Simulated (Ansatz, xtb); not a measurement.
**C4H10AlClS: which of two isomers lies lower**

We compare X, `C[S@+]1CC[CH2][Al@@H-]1[Cl]`, a singlet, with Y, `CCCC[S][AlH][Cl]`, a singlet. Both are isolated molecules in the gas phase, relaxed with r2SCAN-D4/def2-SVP, each in the lowest conformer that the search found.

X (Å):

```xyz
17

C     0.7906    0.7772   -2.3557
C    -1.7914    0.9650   -1.2032
C    -1.4717    1.7721    0.0513
C    -1.1986    0.8623    1.2537
Al    0.2224   -0.4454    0.7907
Cl    2.2014    0.4144    0.6963
S    -0.4882   -0.2727   -1.6073
H     0.4118    1.1678   -3.3106
H     1.6602    0.1311   -2.5357
H     1.0933    1.5840   -1.6757
H    -1.9456    1.5803   -2.1047
H    -2.6968    0.3520   -1.0577
H    -2.3255    2.4574    0.2192
H    -0.6003    2.4243   -0.1440
H    -2.1301    0.3380    1.5428
H    -0.9056    1.4678    2.1293
H     0.1666   -1.9896    1.1549
```

Y (Å):

```xyz
17

C     0.4293   -0.9322    2.8034
C    -0.4826   -0.0584    1.9500
C     0.0246    0.1035    0.5175
C    -0.8812    0.9889   -0.3251
Al    1.1351    2.6531   -1.9380
Cl    2.2410    3.1451   -3.6597
S    -0.3580    1.0880   -2.1006
H     1.4429   -0.5038    2.8704
H     0.0436   -1.0384    3.8291
H     0.5258   -1.9436    2.3759
H    -1.5004   -0.4897    1.9278
H    -0.5873    0.9393    2.4152
H     0.1198   -0.8857    0.0346
H     1.0442    0.5340    0.5309
H    -0.9514    2.0032    0.1016
H    -1.9058    0.5846   -0.3573
H     1.3797    3.4180   -0.5802
```

Q: Which of the two would you expect CCSD(T)/def2-SVP + ΔMP2/def2-TZVPP electronic energies to favour?

A: Structure Y; the calculation gives E(Y) − E(X) = −42.2 kJ/mol.

How the difference moves with the method:

| level | geometry | E(Y) − E(X) (kJ/mol) | departure from the last row (kJ/mol) | job, with rough time for the two |
| --- | --- | --- | --- | --- |
| r2SCAN-D4/def2-SVP | r2SCAN-D4/def2-SVP | −36.5 | +5.7 | optimisation, 1.7 min |
| HF/def2-SVP | r2SCAN-D4/def2-SVP | −71.2 | −29.0 | part of the CCSD(T) run |
| MP2/def2-SVP | r2SCAN-D4/def2-SVP | −50.5 | −8.2 | part of the CCSD(T) run |
| CCSD(T)/def2-SVP | r2SCAN-D4/def2-SVP | −53.0 | −10.7 | single point |
| CCSD(T)/def2-SVP + ΔMP2/def2-TZVPP | r2SCAN-D4/def2-SVP | −42.2 |  | single point, 1.9 min |

As drawn, Y has 1 C–C in place of 1 C–S, 1 C–Al. Structure X has a 5-membered ring, Y no ring.

The levels shown agree on the order. The largest departure from CCSD(T)/def2-SVP + ΔMP2/def2-TZVPP is that of HF/def2-SVP, 29.0 kJ/mol. Levels run at GFN2-xTB geometries aren't shown. The last row adds to CCSD(T) the change of the MP2 difference between the two basis sets, here +10.7 kJ/mol.

With thermal terms from frequencies at re-optimised GFN2-xTB minima (ideal gas, soft modes damped towards free rotors, one conformer each, 298.15 K, 1 atm): on the last row, ΔE + ΔZPE = −35.0, ΔH = −33.9, ΔG = −39.5 kJ/mol.

The correlated steps freeze 19 core orbitals. Mirror images aren't counted in ΔG. Run with Ansatz 0.2.0, xtb 6.7.1; the last row on 4 threads of Arm Neoverse V1 on a shared host.
